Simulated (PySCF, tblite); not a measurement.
Calculations on `[O]=[Mo](=[O])([O-])[O-]`, in the order of a workflow; each names the level of the geometry that it ran on. Settings lines and outputs come from a driver script.

Compound: MoO4 (charge -2 and singlet state).
SMILES with atom numbers: `[O:1]=[Mo:2](=[O:3])([O-:4])[O-:5]`

Step 1: GFN2-xTB geometry optimisation, gas phase (tblite 0.8.0) (from a force-field or distance-geometry start)
```json
{"job": {"kind": "relax", "xc": "GFN2-xTB", "basis": "xTB"}, "charge": -2, "multiplicity": 1}
```
```
step      E/eV     max force
  0    -507.40514    3.378
  1    -507.84214    3.167
  2    -508.95616    0.799
...
  9    -509.01461    0.043
 10    -509.01493    0.062
 11    -509.01512    0.059
 12    -509.01520    0.021
 13    -509.01520    0.003
```

Energy lowered by 37.1 kcal/mol over 13 steps; largest atomic force 0.003 eV/Å at the end. «max force» is the largest atomic force in eV/Å.

On one thread, Intel Xeon 6975P-C (x86_64), shared host, this took under 0.1 s.

Step 2: GFN2-xTB harmonic vibrations, gas phase (tblite 0.8.0) (on the GFN2-xTB geometry)
```json
{"job": {"kind": "ir", "xc": "GFN2-xTB", "basis": "xTB"}, "charge": -2, "multiplicity": 1}
```
```
(table of modes left out)
```

9 modes from 268 to 704 cm⁻¹ (unscaled, harmonic); zero-point energy 6.0 kcal/mol; all wavenumbers are real at this level.

Hardware: an Intel Xeon 6975P-C with one thread, shared host with 192 logical CPUs at a one-minute load of 66. Cost: under 0.1 s.

Step 3: PBE0-D3(BJ)/def2-SVP geometry optimisation, gas phase, def2 core potentials past Kr (PySCF 2.14.0) (from the GFN2-xTB geometry)
```json
{"job": {"xc": "PBE0", "basis": "def2-SVP", "d3": "d3bj", "grid": 1, "maxiter": 30, "shake": 0.01, "kind": "geom"}, "charge": -2, "multiplicity": 1}
```
```
step   0  E = -368.62721750  max force = 0.041511
step   1  E = -368.62788945  max force = 0.032738
step   2  E = -368.63255878  max force = 0.008980
step   3  E = -368.63264828  max force = 0.002459
step   4  E = -368.63267262  max force = 0.000910
step   5  E = -368.63275076  max force = 0.003362
step   6  E = -368.63276462  max force = 0.001747
step   7  E = -368.63277035  max force = 0.000145
optimisation converged
```

Final energy -368.63277 Eh after 7 steps. Energies in Eh; «max force» is the largest Cartesian gradient component in Eh/bohr.

Time: 46 s wall; peak memory 0.37 GiB. Hardware: one thread, Arm Neoverse N1 (aarch64), no GPU, on a shared host.

Final geometry (PBE0-D3(BJ)/def2-SVP):
```
atom  x, y, z in Å
O1    -0.159   -1.074    1.309
Mo2   -0.145   -0.059   -0.136
O3    -0.151   -1.079   -1.578
O4     1.309    0.943   -0.134
O5    -1.578    0.974   -0.141
```

Whether so highly charged an anion holds all its electrons in the gas phase wasn't checked; a finite basis holds them in any case. The ion is multiply charged and computed without counter-ions or solvent. (This holds for the electronic-property runs.)
